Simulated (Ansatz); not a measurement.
Input for Ansatz (a quantum-chemistry and plane-wave program): U-CCSD(T)/cc-pVDZ on BH3O (SMILES BO), a point of a bond scan (R = 1.445 Å).

Ansatz 0.2 input:
```yaml
crystal:
  periodic: [false, false, false]
  atoms:
    - {symbol: B, position_ang: [-0.44836328, -0.55342233, 0.06101432]}
    - {symbol: H, position_ang: [-0.33819344, -1.33752824, 0.95180133]}
    - {symbol: H, position_ang: [-1.30242775, -0.64193468, -0.77341615]}
    - {symbol: O, position_ang: [0.44517449, 0.45958125, 0.02792633]}
    - {symbol: H, position_ang: [0.25897528, 1.37509627, -1.07426425]}
basis:
  gaussian:
    orbitals: cc-pVDZ
correlation: {method: ccsd_t, electrons: outside_noble_gas}
scf: {omitted_lower_state_checks: [cluster_reference]}
magnetization: {spin_polarized: true, initial_magnetization: 0}
```

Program output:

```
WARN ansatz: RAYON_NUM_THREADS=1 ignored (pool sized by the plan → 1); use --threads N
Functional definition: HF
these checks for a lower state are left out or cut short: cluster_reference
integrals: 0.02 GiB planned
388 factors; integrals over basis functions are off by at most 1.2e-3 eV
mean field: 0.07 GiB planned
mean field evaluation 1: about -2752.0040 eV, gradient 2.2e1 eV
mean field evaluation 2: about -2752.0051 eV, gradient 2.2e1 eV
mean field evaluation 4: about -2754.4297 eV, gradient 1.9e0 eV
mean field evaluation 8: about -2754.4794 eV, gradient 1.2e-3 eV
mean field evaluation 16: about -2754.6132 eV, gradient 1.1e-1 eV
mean field -2754.61416682 eV, -101.2302034862 hartree, gradient 2.3e-6 eV, S^2 0.331900; 1 other end points of the search recorded, 0 dependent functions left out
2 core orbitals not correlated
reference -2754.61416682 eV, -101.2302034862 hartree; 6, 6 occupied and 35, 35 virtual orbitals, 388 factors
second order -7.41873692 eV of doubles, -0.00000000 eV of singles
coupled cluster: 0.09 GiB planned
cycle   1  -7.77819184 eV  change   -3.6e-1 eV  update   1.0e-1
cycle   2  -8.19205326 eV  change   -4.1e-1 eV  update   5.4e-2
cycle   3  -8.47270983 eV  change   -2.8e-1 eV  update   4.4e-2
cycle   4  -8.58009375 eV  change   -1.1e-1 eV  update   2.6e-2
cycle   5  -8.61585301 eV  change   -3.6e-2 eV  update   1.3e-2
cycle   6  -8.63713470 eV  change   -2.1e-2 eV  update   5.9e-3
cycle   7  -8.64177548 eV  change   -4.6e-3 eV  update   2.0e-3
cycle   8  -8.64140588 eV  change    3.7e-4 eV  update   7.6e-4
cycle   9  -8.64176372 eV  change   -3.6e-4 eV  update   3.4e-4
cycle  10  -8.64182872 eV  change   -6.5e-5 eV  update   1.3e-4
cycle  11  -8.64178513 eV  change    4.4e-5 eV  update   5.2e-5
cycle  12  -8.64176365 eV  change    2.1e-5 eV  update   2.1e-5
cycle  13  -8.64174766 eV  change    1.6e-5 eV  update   9.1e-6
cycle  14  -8.64174630 eV  change    1.4e-6 eV  update   3.8e-6
coupled cluster: 0.09 GiB planned
perturbative correction -0.24956554 eV, -0.0091713643 hartree
Total energy: -2763.50547866 eV, -101.5569531694 hartree
Checks for a lower state left out: cluster_reference
```

The run converged. Its determinant has ⟨S²⟩ = 0.33, a mixture of spin states.

Cost: around 1.4 core-seconds (rough).
